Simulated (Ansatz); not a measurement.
The cluster Mg₄O₄. The state is a singlet with charge 0. Geometry PBE-D4/def2-SVP.

```xyz
8

Mg    0.574    0.613   -2.310
Mg    1.394   -0.027    0.646
Mg   -1.552   -0.044   -0.404
Mg    0.004   -0.748    3.027
O    -0.609    0.440    1.327
O    -0.468   -1.099    0.949
O     1.925    0.446   -1.068
O    -1.268    0.418   -2.166
```

The restricted singlet is unstable towards broken spin symmetry at other levels; at PBE-D4/def2-TZVP, r2SCAN-D4/def2-TZVP, PBE0-D4/def2-TZVP, CAM-B3LYP-D4/def2-TZVP this wasn't settled. The geometry of the singlet was relaxed on an unsound state (restricted singlet, unstable towards broken spin symmetry at other levels and untested here). Another isomer (singlet) lies 3.93 eV lower at PBE0-D4/def2-TZVP; other spin states weren't run for this one.

Problem. Estimate the orbital energies around the gap (eV) in Ansatz with PBE-D4/def2-TZVP, r2SCAN-D4/def2-TZVP, PBE0-D4/def2-TZVP, CAM-B3LYP-D4/def2-TZVP.

Solution. 
```tsv
orbital	PBE-D4/def2-TZVP	r2SCAN-D4/def2-TZVP	PBE0-D4/def2-TZVP	CAM-B3LYP-D4/def2-TZVP
HOMO−5	-6.41	-6.63	-7.82	-9.31
HOMO−4	-6.12	-6.36	-7.58	-9.10
HOMO−3	-5.57	-5.84	-6.99	-8.50
HOMO−2	-5.28	-5.52	-6.68	-8.17
HOMO−1	-5.23	-5.49	-6.62	-8.11
HOMO	-4.21	-4.17	-4.75	-5.67
LUMO	-2.78	-2.53	-2.00	-1.29
LUMO+1	-2.66	-2.40	-1.66	-0.91
LUMO+2	-2.30	-2.01	-1.40	-0.44
LUMO+3	-1.79	-1.37	-1.11	-0.35
LUMO+4	-0.72	-0.48	0.09	1.12
LUMO+5	-0.45	-0.10	0.26	1.14
```
